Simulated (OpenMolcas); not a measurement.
Consider [Cu2(μ-Cl)2(H2O)4]2+, a planar model complex in vacuum (2 bridging Cl, bridge angle 86°, metal-metal distance 3.20 Å, Cu–Cl 2.35 Å; typed geometry, not optimised).

```xyz
16

Cu    -1.6000     0.0000     0.0000
Cu     1.6000     0.0000     0.0000
Cl     0.0000     1.7158     0.0000
Cl     0.0000    -1.7158     0.0000
O     -2.9859     1.3859     0.0000
H     -3.3987     1.7987     0.7747
H     -3.3987     1.7987    -0.7747
O     -2.9859    -1.3859     0.0000
H     -3.3987    -1.7987     0.7747
H     -3.3987    -1.7987    -0.7747
O      2.9859     1.3859     0.0000
H      3.3987     1.7987     0.7747
H      3.3987     1.7987    -0.7747
O      2.9859    -1.3859     0.0000
H      3.3987    -1.7987     0.7747
H      3.3987    -1.7987    -0.7747
```

### Question
Give the energies of the total-spin states at CASSCF(2,2) on the singly occupied d orbitals (ANO-RCC-VDZP on Cu, Cl, O and ANO-RCC-VDZ on H, scalar-relativistic DKH2, RICD, no spin-orbit coupling, OpenMolcas), and the exchange constant.

### Answer
Local spins 1/2 and 1/2.

```json
[
 {"total S": "1", "E (cm⁻¹)": "0.0", "natural occupations, lowest and highest": "1.000, 1.000"},
 {"total S": "0", "E (cm⁻¹)": "1.4", "natural occupations, lowest and highest": "0.979, 1.021"}
]
```

J = 0.71 cm⁻¹ (ferromagnetic).

J is defined by H = −2J S1·S2, so negative values are antiferromagnetic. Wave-function values come from the highest and lowest total spin; broken-symmetry values use Yamaguchi's formula with the computed ⟨S²⟩. The active space holds the singly occupied metal orbitals alone, without bridging-ligand orbitals. No row is a measured value.
